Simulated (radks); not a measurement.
Question: Charge is removed step by step from the 5p3/2 level of Ce, starting from [Kr] 4d10 4f1 5s2 5p(1/2: 2, 3/2: 4) 5d1 6s2. Method: Dirac Kohn-Sham, PBE, spin-unpolarised, spherical densities, finite nucleus; open shells fill j = l - 1/2 first; Fermi nuclear charge, rms radius 4.8771 fm; computed with a radial shooting solver on a logarithmic mesh with Libxc functionals. At the starting occupation the eigenvalue is -22.323 eV. Estimate the energy to remove one whole electron from this level, the eigenvalue at the end, and how far E(n) bends from a straight line.

Answer: Delta-SCF 26.929 eV; final eigenvalue -31.796 eV; the deviation from the straight line is -1.187 eV at 0.5 electron removed, the largest on the grid computed. Slater's transition state (half an electron removed) gives 26.865 eV. Integrating minus the eigenvalue over the occupation (Janak's theorem) gives 26.929 eV. The mean slope of the eigenvalue, de/dn, is 9.47 eV per electron.
